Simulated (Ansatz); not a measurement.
Input for Ansatz (development build ahead of 0.2.0):

```yaml
crystal:
  periodic: [false, false, false]
  atoms:
    - { symbol: H, position_ang: [-1.15, -1.1615, -0.778] }
    - { symbol: H, position_ang: [-1.15, -1.1615, -1.522] }
    - { symbol: H, position_ang: [-1.15, -1.1615, 1.522] }
    - { symbol: H, position_ang: [-1.15, -1.1615, 0.778] }
    - { symbol: H, position_ang: [-1.15, 1.1615, -0.778] }
    - { symbol: H, position_ang: [-1.15, 1.1615, -1.522] }
    - { symbol: H, position_ang: [-1.15, 1.1615, 1.522] }
    - { symbol: H, position_ang: [-1.15, 1.1615, 0.778] }
    - { symbol: H, position_ang: [1.15, -1.1615, -0.778] }
    - { symbol: H, position_ang: [1.15, -1.1615, -1.522] }
    - { symbol: H, position_ang: [1.15, -1.1615, 1.522] }
    - { symbol: H, position_ang: [1.15, -1.1615, 0.778] }
    - { symbol: H, position_ang: [1.15, 1.1615, -0.778] }
    - { symbol: H, position_ang: [1.15, 1.1615, -1.522] }
    - { symbol: H, position_ang: [1.15, 1.1615, 1.522] }
    - { symbol: H, position_ang: [1.15, 1.1615, 0.778] }
basis:
  gaussian: { orbitals: "6-31G" }
hamiltonian:
  xc: hf
```

The input is written out in the form of the current development build from the run's settings.

The run gave:

```json
{"Converged": "yes", "Total energy": "-8.94892 hartree", "Spin squared of the determinant": "0.000"}
```

Caution: no unrestricted run beside it, a lower state can exist.
